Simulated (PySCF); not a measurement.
From computed data to an observable: oscillator strength and radiative lifetime

5-fluorocyclopenta-1,3-diene (C5H5F), SMILES FC1C=CC=C1.

Geometry: B3LYP-D3(BJ)/def2-SVP. One conformer was computed; it need not be the lowest.

TDDFT-CAM-B3LYP/def2-SVPD in PySCF puts the first singlet state with f over 0.02 at 4.57 eV (vertical), with the transition dipole (0.000, 0.000, -0.656) in atomic units.

Task: Find the oscillator strength, the wavelength and the radiative lifetime that this transition would have in vacuum if emission retraced absorption.

Result: 
|μ|² = 0.4303 au, so |μ| = 1.67 D. ΔE = 4.57/27.211 = 0.1679 hartree. f = (2/3) ΔE |μ|² = 0.048 (the program prints 0.048).
λ = 1239.84/4.57 = 271 nm; ν = 36860 cm⁻¹.
Einstein's coefficient A = 0.6670 ν² f s⁻¹ (ν in cm⁻¹) = 4.4e7 s⁻¹, so τ = 1/A = 23 ns. This state is S1. The figure is the radiative limit of this one transition; relaxation, internal conversion, crossing to triplets and a medium change what is measured.
